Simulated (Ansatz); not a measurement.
Start from `CN(C)B(O)O` and change one atom or group to get `CN(C)B(O)F`.

Ansatz, PBE0-D4/def2-TZVP geometries, multiplicity 1. Each molecule was computed in one conformer, which needn't be the lowest.

| property | `CN(C)B(O)O` |
| --- | --- |
| ideal-gas entropy at 298 K and 1 bar (rigid rotor, harmonic PBE0-D4/def2-TZVP) / J/(mol·K) | 358 |
| LUMO energy (B3LYP/def2-TZVPP) / eV | 0.29 |
| HOMO–LUMO gap (PBE0/def2-TZVPP) / eV | 7.24 |
| zero-point energy (PBE0-D4/def2-TZVP) / kJ/mol | 307.4 |
| LUMO energy (PBE0/def2-TZVPP) / eV | 0.65 |
| HOMO energy (PBE/def2-TZVPP) / eV | -5.24 |

(1) What does the change do to each property? (Estimate.)

## Answers

(1) Ansatz gave: 
| property | `CN(C)B(O)F` | shift |
| --- | --- | --- |
| ideal-gas entropy at 298 K and 1 bar (rigid rotor, harmonic PBE0-D4/def2-TZVP) / J/(mol·K) | 351 | -7 |
| LUMO energy (B3LYP/def2-TZVPP) / eV | 0.15 | -0.14 |
| HOMO–LUMO gap (PBE0/def2-TZVPP) / eV | 7.53 | 0.29 |
| zero-point energy (PBE0-D4/def2-TZVP) / kJ/mol | 275.9 | -31.5 |
| LUMO energy (PBE0/def2-TZVPP) / eV | 0.51 | -0.14 |
| HOMO energy (PBE/def2-TZVPP) / eV | -5.65 | -0.41 |

With PBE0 the HOMO falls by 0.43 eV and the LUMO falls by 0.14 eV, so the gap widens by about 0.29 eV. PBE moves the HOMO by -0.41 eV and ωB97M-V by -0.43 eV. The zero-point energy changes by -31.5 kJ/mol with -3 modes. Modes under 60 cm⁻¹, often nearly free rotors, make the harmonic entropy too high.

Positive LUMOs are unbound, so they and the gaps depend on the basis.

B3LYP here is the variant with VWN-RPA as its local correlation; programs differ in this.
